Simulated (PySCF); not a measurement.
Isomers of CH6OSi2. Gas-phase values, no solvent. One relaxed conformer stands for each flexible species; it need not be the lowest. Strings in code marks are SMILES.

The four lowest singlet excitations (Tamm–Dancoff). Level of theory: PySCF with TPSSh-D3(BJ)/def2-TZVP // B3LYP-D3(BJ)/def2-TZVP. Excitations are Tamm–Dancoff values on a coarser integration grid. The basis has no diffuse functions, so Rydberg states are missing or too high.

```
state  energy (eV)  wavelength (nm)  oscillator strength
-----  -----------  ---------------  -------------------
S1            4.96              250                0.024
S2            5.39              230                0.307
S3            5.90              210                0.037
S4            6.53              190                0.000
```

Question: Say which member gives these states.
A. `[SiH3][C@@H]1O[SiH2]1`
B. `CO[SiH]=[SiH2]` (C–O–Si–Si torsion 142°)
C. `OC[SiH]=[SiH2]` (H–O–C–Si torsion -173°, O–C–Si–Si torsion -106°)
D. `O/[SiH]=C/[SiH3]` (H–O–Si–C torsion 180°)

Answer: D, `O/[SiH]=C/[SiH3]` (H–O–Si–C torsion 180°)
